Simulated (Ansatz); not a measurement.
Relaxation of ClF2GeH3 (7 atoms, charge 0, multiplicity 1), to a largest force component of 0.03 eV/Å in at most 50 steps.

Theory: RKS PBE-D4/def2-mTZVP (Ansatz).

```xyz
7
Properties=species:S:1:pos:R:3
Ge -0.515 0.207 -0.313
H 0.142 -0.846 2.148
F 0.917 0.992 0.288
F -0.778 0.910 -1.885
H -0.326 -1.309 -0.433
Cl -2.220 0.796 0.939
H -0.529 -0.634 2.258
```

Where does it end, and by what steps?

It converged. The force dipped under the threshold on the way, but the program's further checks kept it going. After 12 steps the energy has fallen by 0.173 eV; H7 moved furthest, 0.68 Å.

```csv
step,energy less start (eV),largest force component (eV/Å),accepted
0,0.0000,1.500,yes
1,-0.1273,0.204,yes
2,-0.1570,0.104,yes
3,-0.1676,0.097,yes
4,-0.1658,0.398,no
5,-0.1700,0.037,yes
6,-0.1715,0.011,yes
7,-0.1717,0.035,yes
8,-0.1719,0.076,yes
9,-0.1721,0.061,yes
10,-0.1723,0.110,yes
11,-0.1725,0.085,yes
12,-0.1729,0.005,yes
```

```xyz
7
Properties=species:S:1:pos:R:3
Ge -0.614 0.320 -0.493
H 0.368 -0.940 2.595
F 0.805 1.061 0.195
F -0.729 0.952 -2.113
H -0.463 -1.206 -0.525
Cl -2.321 1.007 0.602
H -0.356 -1.079 2.740
```

Whether the end is a true minimum wasn't checked by a vibrational analysis.

Time of the run: 13 s on 2 threads of Intel(R) Xeon(R) 6975P-C (Granite Rapids) (shared host), peak memory 0.15 GiB.
